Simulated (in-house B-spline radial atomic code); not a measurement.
**How G0W0 and RPA depend on the start: Zn2+**

Configuration [Ar] 3d10. Computed with a B-spline radial code for spherical atoms: all electrons, scalar-relativistic (spin-free one-electron X2C), finite nucleus, each spin shell either full or empty, empty states to l = 9 with an (l + 1/2)⁻⁴ tail; G0W0 by contour deformation at full frequency.

| start | mean-field 3d (eV) | G0W0 (eV) | QP weight | RPA correlation (Eh) |
| --- | --- | --- | --- | --- |
| Hartree-Fock | -41.40 | -39.93 | 0.948 | -1.9556 |
| PBE | -30.85 | ? | ? | ? |
| PBE0 | -33.70 | -39.89 | 0.901 | -2.1086 |
| r2SCAN | -31.04 | -39.40 | 0.869 | -2.1317 |
| HSE06 | -33.27 | -39.88 | 0.896 | -2.1136 |
| B3LYP (VWN-RPA) | -33.33 | -40.01 | 0.894 | -2.1239 |
| SCAN | -31.04 | -39.38 | 0.867 | -2.1307 |
| TPSS | -30.69 | -39.69 | 0.750 | -2.1586 |
| BHandHLYP | -36.62 | -40.06 | 0.923 | -2.0553 |
| CAM-B3LYP | -35.34 | -40.40 | 0.912 | -2.0999 |
| LC-wPBE | -36.19 | -40.71 | 0.921 | -2.0983 |
| wB97X | -36.04 | -40.37 | 0.924 | -2.0858 |
| PBEsol | -30.83 | -39.79 | 0.788 | -2.172 |
| BLYP | -30.89 | -39.84 | 0.843 | -2.1748 |
| r2SCAN0 | -33.89 | -39.66 | 0.907 | -2.0832 |
| LDA exchange-only | -29.585 | ? | ? | ? |

What G0W0 level, weight and RPA correlation energy follow from the LDA exchange-only start?

G0W0 level -40.09 eV, weight 0.841, RPA correlation -2.179 hartree.

What G0W0 level, weight and RPA correlation energy follow from the PBE start?

G0W0 level -39.74 eV, weight 0.815, RPA correlation -2.1711 hartree.

How much of the dependence on the start does G0W0 remove?

The mean-field levels span 11.8 eV and the G0W0 levels 1.33 eV. Against 39.723 eV (NIST, measured) the G0W0 removal energies are off by -0.35 to +0.98 eV, with spin-orbit coupling, Breit and QED terms left out.
